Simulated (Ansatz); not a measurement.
Cost and result for the atomization energy of C$_{2}$H$_{5}$B$_{2}$Cl (10 atoms, 11 bonds).

```xyz
10

C     0.135    1.311   -0.986
B     0.029   -0.093   -0.328
B     0.769   -1.206    0.552
C    -0.827   -0.648    0.758
Cl   -0.726   -2.466    0.717
H    -0.153    1.200   -2.039
H     1.156    1.700   -0.989
H    -0.537    2.056   -0.553
H     1.642   -1.501    1.301
H    -1.488   -0.355    1.566
```

The species carries charge 0 and has multiplicity 1. The bonds changed during the relaxation, so this is another structure than the one it started from. The structure was optimised at the PBE0-D4/def2-TZVP level. Program: Ansatz. All runs use 2 threads of an Intel Xeon 6975P-C on a shared host. Times are those of one run each, without the atoms' runs, and a repeat can differ threefold. Electronic energies, without spin–orbit coupling; frozen cores. CCSD(T)/CBS adds CCSD(T) − MP2 in def2-TZVPP to the MP2 limit, and its time is that of the two runs behind it. T1 = 0.014. HSE06 is the plane-wave form, built on full-range PBE exchange.

CCSD(T)/CBS is a level of theory with its own doubt, some kJ/mol a heavy atom from the limit and from the frozen cores, so smaller differences don't rank the functionals.

```json
{"level": "B97M-V/def2-TZVPP", "functions": "236", "atomization (kcal/mol)": "895.7", "difference from CCSD(T)/CBS": "17.4", "per bond": "1.6"}
{"level": "CCSD(T)/def2-SVP", "functions": "99", "atomization (kcal/mol)": "840.4", "difference from CCSD(T)/CBS": "-37.9", "per bond": "-3.4"}
{"level": "r2SCAN-D4/def2-TZVPP (with forces)", "functions": "236", "atomization (kcal/mol)": "896.7", "difference from CCSD(T)/CBS": "18.4", "per bond": "1.7"}
{"level": "ωB97X-V/def2-TZVPP", "functions": "236", "atomization (kcal/mol)": "885.2", "difference from CCSD(T)/CBS": "6.9", "per bond": "0.6"}
{"level": "CAM-B3LYP-D4/def2-TZVPP", "functions": "236", "atomization (kcal/mol)": "885.7", "difference from CCSD(T)/CBS": "7.4", "per bond": "0.7"}
{"level": "PBE-QIDH/def2-TZVPP", "functions": "236", "atomization (kcal/mol)": "889.9", "difference from CCSD(T)/CBS": "11.6", "per bond": "1.1"}
{"level": "B2PLYP/def2-TZVPP", "functions": "236", "atomization (kcal/mol)": "875.2", "difference from CCSD(T)/CBS": "-3.1", "per bond": "-0.3"}
{"level": "CCSD(T)/CBS(def2)", "functions": "–", "atomization (kcal/mol)": "878.3", "difference from CCSD(T)/CBS": "0.0", "per bond": "0.0"}
{"level": "HSE06-D4/def2-TZVPP", "functions": "236", "atomization (kcal/mol)": "900.6", "difference from CCSD(T)/CBS": "22.3", "per bond": "2.0"}
{"level": "LDA (SPW92)/def2-TZVPP", "functions": "236", "atomization (kcal/mol)": "1023.4", "difference from CCSD(T)/CBS": "145.1", "per bond": "13.2"}
{"level": "PBE-D4/def2-TZVPP (with forces)", "functions": "236", "atomization (kcal/mol)": "914.4", "difference from CCSD(T)/CBS": "36.1", "per bond": "3.3"}
{"level": "MP2/def2-QZVPP", "functions": "448", "atomization (kcal/mol)": "891.9", "difference from CCSD(T)/CBS": "13.6", "per bond": "1.2"}
{"level": "CCSD(T)/def2-TZVPP", "functions": "236", "atomization (kcal/mol)": "857.7", "difference from CCSD(T)/CBS": "-20.6", "per bond": "-1.9"}
```

Order the runs by time, with rough figures. (An estimate is asked.)

Ansatz gave: LDA (SPW92)/def2-TZVPP 1.1 s; PBE-D4/def2-TZVPP (with forces) 2.2 s; HSE06-D4/def2-TZVPP 2.6 s; CAM-B3LYP-D4/def2-TZVPP 2.8 s; CCSD(T)/def2-SVP 3.2 s; r2SCAN-D4/def2-TZVPP (with forces) 3.4 s; B2PLYP/def2-TZVPP 4.3 s; PBE-QIDH/def2-TZVPP 4.6 s; B97M-V/def2-TZVPP 6 s; ωB97X-V/def2-TZVPP 6 s; MP2/def2-QZVPP 18 s; CCSD(T)/def2-TZVPP 2.1 min; CCSD(T)/CBS(def2) 2.4 min.

The D4 term adds +7.6 kcal/mol with B3LYP and +3.9 kcal/mol with PBE0; it sums over pairs of atoms, weighted by their polarisabilities, and B3LYP, whose exchange is more repulsive, gets the larger term. From PBE to PBE0 (25 % exact exchange), in def2-TZVPP and without D4, the atomization energy moves by −13.8 kcal/mol: exact exchange takes away binding that semilocal exchange gives to molecules. At CCSD(T), def2-SVP lies −37.9 kcal/mol from the extrapolated value and def2-TZVPP −20.6 kcal/mol: correlation converges slowly with the basis, and small sets miss more of it in the bonded molecule than in its fragments.

B3LYP here is the variant with VWN-RPA as its local correlation; programs differ in this.
